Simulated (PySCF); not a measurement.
Electron correlation in Ar (argon, neutral)

[Ar], closed-shell 1S. Computed with PySCF 2.14 in dyall-av3z, with the spin-free X2C one-electron Hamiltonian (Gaussian nucleus). Frozen: [Ne]; 8 electrons correlated; the 26 highest virtual orbitals of each spin left out.

```json
{"level": "CCSD", "correlation energy (mhartree)": "-231.35"}
{"level": "(T)", "correlation energy (mhartree)": "-7.44"}
{"level": "CCSD(T)", "correlation energy (mhartree)": "-238.79"}
```

Diagnostics: T1 = 0.0021, D1 = 0.0034, largest double amplitude 0.028.

**Question.** Is a single reference adequate?

**Answer.** Yes: T1 lies below 0.03 and no double amplitude reaches 0.07.
